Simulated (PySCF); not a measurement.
Simulated Cl 2p region for SeCl2Me2, `C[Se](C)(Cl)Cl`, binding energy against the vacuum level.

Every computed line was given a Gaussian of 0.4 eV full width at half maximum and an area set by the number of equivalent atoms (split 2:1 within a doublet); the highest printed point is 100. Computed with PySCF, delta-SCF UKS SCAN, pcX-2 on the ionised atom, pcseg-1 elsewhere, spin-free X2C.

binding energy (eV), intensity and a bar:
```
    203.8          0 
    203.9          3 #
    204.0         12 ###
    204.1         33 ##########
    204.2         68 ####################
    204.3         98 #############################
    204.4        100 ##############################
    204.5         72 ######################
    204.6         37 ###########
    204.7         13 ####
    204.8          3 #
    204.9          1 
    205.0          0 
    205.1          0 
    205.2          0 
    205.3          0 
    205.4          0 
    205.5          1 
    205.6          3 #
    205.7         10 ###
    205.8         24 #######
    205.9         42 #############
    206.0         52 ###############
    206.1         45 #############
    206.2         28 ########
    206.3         12 ####
    206.4          4 #
    206.5          1 
    206.6          0
```

Task: How many maxima does the curve show, and how many computed lines lie under it?

Result: The curve has 2 maxima (at 204.4 and 206.0 eV). Under it lie 2 lines from 1 inequivalent chlorine site, drawn as a 2p3/2, 2p1/2 pair.

Task: Decompose the envelope and assign each component. Bonds: Se1–Cl2, Se1–Cl3, Se1–C4, Se1–C8. Hydrogens: H5, H6, H7 on C4; H9, H10, H11 on C8.

Result: 
```tsv
position (eV)	relative area	line	atoms	environment
204.36	1.33	Cl 2p3/2	Cl2/Cl3	chlorine bonded to Se
206.01	0.67	Cl 2p1/2	Cl2/Cl3	chlorine bonded to Se
```

Task: What are the centre and the root-mean-square width of the whole band?

Result: The area-weighted mean of the lines is 204.91 eV. Their own spread about it is 0.78 eV (rms) and each Gaussian has σ = 0.4/2.355 = 0.17 eV; the variances add, which gives 0.80 eV.

The curve has no shake-up lines and no vibrational structure. The first atom of each set that the bonding makes equivalent was ionised and stands for the set. The 2p values aren't plain energy differences: one relaxed spin-free 2p hole is combined with a matrix within the shell (ground-state 2p orbital-energy differences and spin–orbit coupling). 2p3/2, the mean of its two sublevels, lies a third of the splitting below the shell's mean and 2p1/2 two thirds above it; the statistical areas are 2:1. 2p1/2 minus 2p3/2 (ligand field included): Cl 1.65 eV. Isolated species at its PBE0-D3(BJ)/def2-SVP geometry, gas phase.

Hardware: Intel Xeon at 2.50 GHz, one thread, shared host. Cost: 49 s wall, 43 s CPU, 0.49 GiB resident at most.
